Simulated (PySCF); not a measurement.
## Calculated NMR parameters of N#C[SiH2]c1ccc(F)cc1

* Formula: C7H6FNSi
* SMILES: N#C[SiH2]c1ccc(F)cc1
* InChI: InChI=1S/C7H6FNSi/c8-6-1-3-7(4-2-6)10-5-9/h1-4H,10H2
* Point group of the computed structure: C1
* Degrees of unsaturation: 6
* Carbon signals: 5
* Proton signals: 3

Bonds (- single, = double, # triple, : aromatic): N1#C2, C2-Si3, Si3-C4, C4:C5, C5:C6, C6:C7, C7-F8, C7:C9, C9:C10, C10:C4. Si3 carries H11, H12; C5 carries H13; C6 carries H14; C9 carries H15; C10 carries H16.

[PySCF: shielding tensors at PBE0/pcSseg-1 (GIAO); GFN2-xTB geometry; non-relativistic; one averaged value for each set of equivalent atoms; a single conformation; in vacuum]

References, each an isolated molecule treated in the same way: 1H (31.72 ppm) and 13C (186.93 ppm) and 29Si (349.16 ppm) against TMS; CFCl3 for 19F (170.95 ppm); NH3 for 15N (267.73 ppm).

| carbon | δC, type | δH (multiplicity) | HMBC from (2–3 bonds) | span of the C tensor (ppm) |
| --- | --- | --- | --- | --- |
| C2 | 123.5, C | – | H11/H12 | 340 |
| C4 | 126.7, C | – | H13/H16, H14/H15, H11/H12 | 225 |
| C5/C10 | 143.9, CH | 7.91 (m) | H13/H16, H14/H15, H11/H12 | 239 |
| C6/C9 | 122.0, CH | 7.49 (m) | H13/H16, H14/H15 | 191 |
| C7 | 175.6, C | – | H13/H16, H14/H15 | 163 |

Other nuclei:
| atoms | nucleus | environment | δ (ppm) | σ (ppm) |
| --- | --- | --- | --- | --- |
| H11/H12 | 1H | hydrogen on a silicon bonded to 2 C | 4.96 | 26.75 |
| F8 | 19F | aryl fluorine | -107.2 | 278.1 |
| Si3 | 29Si | silicon bonded to 2 C, 2 H | -68.3 | 417.5 |
| N1 | 15N | nitrile nitrogen | 365.8 | -98.1 |

- Carbon types of the structure: 3 × C, 4 × CH, leaving 2 H on heteroatoms.
- δC 175.6: aromatic carbon bearing fluorine; an ipso carbon deshielded by its heteroatom.
- δC 143.9, 122.0: aromatic CH.
- δC 126.7: substituted aromatic carbon.
- δC 123.5: nitrile carbon; C≡N carbons fall here, among the sp2 signals but without a proton.
- δH 7.91, 7.49: hydrogen on an aromatic CH; ring-current deshielding.

Splittings by 19F in the carbon and heteronuclear signals aren't shown, as no couplings were computed. Shifts are as computed. Against solution values, carbons near 30 ppm lie about +3 ppm off and those near 130 ppm about +5 ppm. Of 1309 compounds with measured shifts, 239 miss one by over three times the rms of a fit or turn the order of signals round; such compounds aren't used in these exercises. Unscaled 19F shifts against computed CFCl3 carry errors that often reach 10 to 50 ppm. Experimental scales use liquid or dissolved standards, which lie at an offset from isolated NH3 (liquid NH3: subtract about 20 ppm). Unscaled 15N shifts of sp2 nitrogen come out 20 to 40 ppm too high even then. Multiplicities follow the n + 1 count of equivalent neighbours, as no J values were calculated; m marks all less simple cases, F and P coupling included.
